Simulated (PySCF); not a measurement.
In(Cl)2(SiH3) (Cl2H3InSi), SMILES [SiH3][In]([Cl])[Cl]. Atoms are numbered in the order given.

```xyz
7

In     0.0020    -0.0014     0.0071
Cl    -1.9747    -1.2579    -0.3470
Cl    -0.1357     2.0960    -1.0858
Si     2.0377    -0.8077     1.3699
H      2.6356     0.3588     2.0744
H      3.0202    -1.3898     0.4135
H      1.5924    -1.8399     2.3446
```
Charge 0, spin multiplicity 1.

Coordinates come from a B3LYP-D3(BJ)/def2-SVP optimisation. The structure was generated by enumeration; whether it is a known compound was not checked. The def2 effective core potentials stand for the cores of In; spin–orbit coupling is left out.

Computed with B3LYP-D3(BJ)/def2-SVP (PySCF 2.14.0).

Frequencies are harmonic and unscaled.

A small imaginary wavenumber (i) marks a very flat motion, where grid noise or a shallow saddle decides the sign.

Computed normal modes with their intensities:
```json
[
 {"mode": "1", "ν (cm⁻¹)": "16i", "IR (km/mol)": "0.0", "moving atoms (share of kinetic energy)": "H 96 %"},
 {"mode": "2", "ν (cm⁻¹)": "65", "IR (km/mol)": "2.0", "moving atoms (share of kinetic energy)": "Si 38 %, Cl 32 %, In 18 %, H 12 %"},
 {"mode": "3", "ν (cm⁻¹)": "83", "IR (km/mol)": "6.5", "moving atoms (share of kinetic energy)": "In 46 %, Cl 33 %, Si 15 %"},
 {"mode": "4", "ν (cm⁻¹)": "102", "IR (km/mol)": "9.7", "moving atoms (share of kinetic energy)": "Cl 81 %, In 15 %"},
 {"mode": "5", "ν (cm⁻¹)": "273", "IR (km/mol)": "2.8", "moving atoms (share of kinetic energy)": "Si 67 %, Cl 21 %"},
 {"mode": "6", "ν (cm⁻¹)": "360", "IR (km/mol)": "46.6", "moving atoms (share of kinetic energy)": "Cl 65 %, In 26 %"},
 {"mode": "7", "ν (cm⁻¹)": "364", "IR (km/mol)": "58.1", "moving atoms (share of kinetic energy)": "Cl 72 %, In 28 %"},
 {"mode": "8", "ν (cm⁻¹)": "463", "IR (km/mol)": "3.7", "moving atoms (share of kinetic energy)": "H 90 %, Si 8 %"},
 {"mode": "9", "ν (cm⁻¹)": "483", "IR (km/mol)": "0.4", "moving atoms (share of kinetic energy)": "H 90 %, Si 9 %"},
 {"mode": "10", "ν (cm⁻¹)": "841", "IR (km/mol)": "357.2", "moving atoms (share of kinetic energy)": "H 91 %, Si 9 %"},
 {"mode": "11", "ν (cm⁻¹)": "937", "IR (km/mol)": "42.0", "moving atoms (share of kinetic energy)": "H 97 %"},
 {"mode": "12", "ν (cm⁻¹)": "940", "IR (km/mol)": "42.2", "moving atoms (share of kinetic energy)": "H 97 %"},
 {"mode": "13", "ν (cm⁻¹)": "2224", "IR (km/mol)": "49.4", "moving atoms (share of kinetic energy)": "H 99 %"},
 {"mode": "14", "ν (cm⁻¹)": "2243", "IR (km/mol)": "59.6", "moving atoms (share of kinetic energy)": "H 96 %"},
 {"mode": "15", "ν (cm⁻¹)": "2250", "IR (km/mol)": "60.3", "moving atoms (share of kinetic energy)": "H 96 %"}
]
```
